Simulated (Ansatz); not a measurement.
System: CH$_{4}$BO$_{2}$, charge 0, multiplicity 2. It need not be the lowest isomer of its formula. 
Geometry from a B3LYP-D3(BJ)/def2-TZVP (Ansatz, a program for electronic structure) optimisation:
SMILES: B(O)(O)[CH2]
```xyz
8

C      1.3854    -0.6544     0.0134
B     -0.0010     0.0148     0.0055
O     -1.1450    -0.6042    -0.4489
O     -0.1181     1.2959     0.4729
H      2.2644    -0.1372     0.3784
H      1.5649    -1.6645    -0.3386
H     -1.0075    -1.5006    -0.7654
H     -1.0240     1.6218     0.4252
```
Charge 0, spin multiplicity 2.

Basis-set convergence of Hartree-Fock and MP2 correlation energies (hartree) with Ansatz. Valence correlation only, unless marked. Open shells are spin-unrestricted. Spin-orbit coupling is left out. No relativistic terms.

| basis | functions | E(HF) | E(corr, MP2) |
|---|---|---|---|
| aug-cc-pVDZ | 128 | -214.72306 | -0.59998 |
| aug-cc-pVTZ | 276 | -214.78003 | -0.73255 |
| aug-cc-pVQZ | 504 | -214.79409 | -0.78034 |

Extrapolating the two largest sets (X = 3 and 4) as X^-3: E(corr) = (64·(-0.78034) - 27·(-0.73255))/37 = -0.8152 Eh, an estimate of the basis-set limit. The largest set recovers 95.7 % of it, the smallest 73.6 %.
